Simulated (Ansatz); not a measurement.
The same redistribution along the group Li, Na, K.

Isolated molecules relaxed with PBE0-D4/def2-TZVP in Ansatz; ΔE leaves out vibrations. CCSD(T)/CBS adds triple-zeta CCSD(T) − MP2 to the extrapolated MP2 energy (def2 sets, frozen cores). Elements past krypton have def2 core potentials. For Br, I, K, Li, Na outer-core shells are correlated without core-valence functions, which leaves a few kJ/mol of doubt a bond. Scalar relativity is left out up to krypton. One conformer a species, not always the lowest.

```json
{"reaction": "`[Li][Br]` + `CC[SiH](F)I` → `[Li][I]` + `CC[SiH](F)Br`", "MP2/CBS(def2) (eV)": "-0.11", "CCSD(T)/CBS(def2) (eV)": "-0.11"}
{"reaction": "`[Na][Br]` + `CC[SiH](F)I` → `[Na][I]` + `CC[SiH](F)Br`", "MP2/CBS(def2) (eV)": "-0.21", "CCSD(T)/CBS(def2) (eV)": "-0.21"}
{"reaction": "`[K][Br]` + `CC[SiH](F)I` → `[K][I]` + `CC[SiH](F)Br`", "MP2/CBS(def2) (eV)": "-0.22", "CCSD(T)/CBS(def2) (eV)": "-0.22"}
```

Largest T1 diagnostic: 0.009, for `CC[SiH](F)I`.
